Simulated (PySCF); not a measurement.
H3B3O3, charge -1, doublet, geometry from GFN2-xTB (a state made from the parent by changing its charge; the spin is typed, not shown lowest) (in this run its highest filled SCF level lies above zero, so its values depend strongly on the basis, on diffuse functions most of all); PySCF with B3LYP/3-21G.

The PySCF input:
```python
from pyscf import gto, scf, dft

mol = gto.M(
    atom='''
B    -0.607283    1.196853    0.169021
O    -1.403485    0.033823    0.167628
B    -0.695030   -1.156944   -0.090717
O     0.612761   -1.233139   -0.192790
B     1.481705   -0.054017   -0.011057
O     0.703356    1.197032    0.075375
H    -1.202292    2.232206    0.287603
H    -1.365532   -2.146633   -0.195594
H     2.369804    0.003238   -0.829944
''',
    basis='3-21g',
    charge=-1,
    spin=1,
    verbose=3,
)

mf = dft.UKS(mol)
mf.xc = 'b3lyp'
mf.kernel()
mf.analyze()
```

It wrote (shortened):

```
converged SCF energy = -300.625459541832  <S^2> = 0.75161202  2S+1 = 2.0016114
**** MO energy ****
                             alpha | beta                alpha | beta
MO #1   energy= -18.8683052043971  | -18.8670342473498  occ= 1 | 1
MO #2   energy= -18.859386221398   | -18.8587266424361  occ= 1 | 1
MO #3   energy= -18.8592309149187  | -18.8585718712001  occ= 1 | 1
MO #4   energy= -6.5682323357417   | -6.56758552054835  occ= 1 | 1
MO #5   energy= -6.56810041569201  | -6.56745904288218  occ= 1 | 1
MO #6   energy= -6.51891385540671  | -6.5101415794516   occ= 1 | 1
MO #7   energy= -0.86786134259992  | -0.86536806715723  occ= 1 | 1
MO #8   energy= -0.80930129846575  | -0.806695433888385 occ= 1 | 1
MO #9   energy= -0.808542431336909 | -0.806602207167111 occ= 1 | 1
MO #10  energy= -0.380299349797101 | -0.37371766706626  occ= 1 | 1
MO #11  energy= -0.37550342113543  | -0.371729384362941 occ= 1 | 1
MO #12  energy= -0.312594052878921 | -0.309893787678348 occ= 1 | 1
MO #13  energy= -0.27901917139173  | -0.277350619962991 occ= 1 | 1
MO #14  energy= -0.244792628135129 | -0.236695380443096 occ= 1 | 1
MO #15  energy= -0.19899882221294  | -0.198394765575784 occ= 1 | 1
MO #16  energy= -0.190155790377359 | -0.187040446870411 occ= 1 | 1
MO #17  energy= -0.169736653966665 | -0.163075521780307 occ= 1 | 1
MO #18  energy= -0.164220648320427 | -0.159581071262362 occ= 1 | 1
MO #19  energy= -0.151327328297833 | -0.142582578011095 occ= 1 | 1
MO #20  energy= -0.114794387371092 | -0.106612748884712 occ= 1 | 1
MO #21  energy= -0.103260229763924 | -0.102584701914185 occ= 1 | 1
MO #22  energy= 0.085664879297259  | 0.202711293526653  occ= 1 | 0
MO #23  energy= 0.197831112333341  | 0.204359806077945  occ= 0 | 0
MO #24  energy= 0.250603231006665  | 0.26741832988128   occ= 0 | 0
MO #25  energy= 0.328088432127561  | 0.3305526386045    occ= 0 | 0
MO #26  energy= 0.358200348889205  | 0.367130515381799  occ= 0 | 0
MO #27  energy= 0.37991990179327   | 0.385009425881012  occ= 0 | 0
MO #28  energy= 0.434841846118142  | 0.441512231395787  occ= 0 | 0
MO #29  energy= 0.448780151760037  | 0.454263560220233  occ= 0 | 0
MO #30  energy= 0.451742418935499  | 0.464680641711158  occ= 0 | 0

To work with the spin densities directly, `use mulliken_meta_spin()` only printing them here.

 ** Mulliken spin pop alpha/beta on meta-lowdin orthogonal AOs **
 ** Mulliken Spin Density (per atom)  **
spin density of  0 B =      0.05084
spin density of  1 O =      0.04311
spin density of  2 B =      0.05085
spin density of  3 O =      0.00864
spin density of  4 B =      0.84171
spin density of  5 O =      0.00864
spin density of  6 H =     -0.00235
spin density of  7 H =     -0.00235
spin density of  8 H =      0.00091
 ** Mulliken pop alpha/beta on meta-lowdin orthogonal AOs **
 ** Mulliken atomic charges   ( Nelec_alpha | Nelec_beta ) **
charge of  0B =      0.19623  (     2.42731      2.37646 )
charge of  1O =     -0.39886  (     4.22098      4.17787 )
charge of  2B =      0.19623  (     2.42731      2.37646 )
charge of  3O =     -0.33814  (     4.17339      4.16475 )
charge of  4B =     -0.12952  (     2.98562      2.14391 )
charge of  5O =     -0.33814  (     4.17339      4.16475 )
charge of  6H =     -0.05702  (     0.52733      0.52969 )
charge of  7H =     -0.05702  (     0.52733      0.52969 )
charge of  8H =     -0.07375  (     0.53733      0.53642 )

WARN: System has nonzero charge -1; the dipole moment is origin-dependent.
Location of origin: [0. 0. 0.]

Dipole moment(X, Y, Z, Debye): -2.30442,  0.10664, -0.18809
```
